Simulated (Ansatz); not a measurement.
Coupled-cluster diagnostics for the cluster Sn2O6H4, Ansatz.

Geometry of the singlet (r2SCAN-D4/def2-SVP):

```csv
atom,x (Å),y (Å),z (Å)
Sn1,1.3671,-0.4471,-1.4212
Sn2,1.0218,-2.2668,1.2789
O3,-0.9703,-1.7062,1.1731
O4,0.9640,0.0312,0.6785
O5,-0.8911,1.1228,-1.2797
O6,-0.0184,2.2584,-0.9199
O7,1.1763,-2.3067,-0.7828
O8,-0.0487,2.4142,0.4613
H9,-1.3528,-2.0347,0.3444
H10,-0.0057,-0.1820,0.7699
H11,0.5333,1.6458,0.7547
H12,-1.7756,1.4711,-1.0573
```

In the def2 sets Sn takes a core potential; there is no spin–orbit coupling. Correlated methods freeze 14 core orbitals; core or outer-core shells of Sn are correlated, in sets that lack core-valence functions. The structure holds 2 bonds between oxygen atoms, so isomers without such links may lie far lower. Another isomer (singlet) lies 0.46 eV lower at PBE0-D4/def2-TZVP; other spin states weren't run for this one.

Question: Estimate the CCSD(T) correlation energy, the shares of MP2 and (T), T1 and the reference's ⟨S²⟩ for: charge 0, singlet, own geometry in def2-SVP; and the rough time on 4 threads of Arm Neoverse V2 on a shared host.

Answer: 
```csv
state,basis,correlation (eV),MP2 share (%),(T) share (%),T1,⟨S²⟩ (pure),wall time
"charge 0, singlet, own geometry",def2-SVP,-38.947,94.7,3.1,0.018,0.00 (0.00),1.7 min
```
Customary marks for T1 are 0.02 (closed shells), 0.045 (open shells) and about 0.05 (3d metals). T1 stays under 0.02 throughout.
